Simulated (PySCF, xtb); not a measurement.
Si(Br)(Me) (CH₃BrSi), SMILES C[Si]Br (connectivity only; charge and spin as stated), neutral, multiplicity 1.

GFN2-xTB (xtb) at its own geometry gives an orbital gap of 2.41 eV and a dipole moment of 4.60 D.

Coordinates come from a PBE-D3(BJ)/def2-TZVP optimisation.

Q: What does PySCF with ωB97X/def2-TZVPD give? (An estimate is asked for; the answer gives what the named calculation found.)

A: gap 8.34 eV (levels -8.98 and -0.64 eV), dipole 2.04 D.
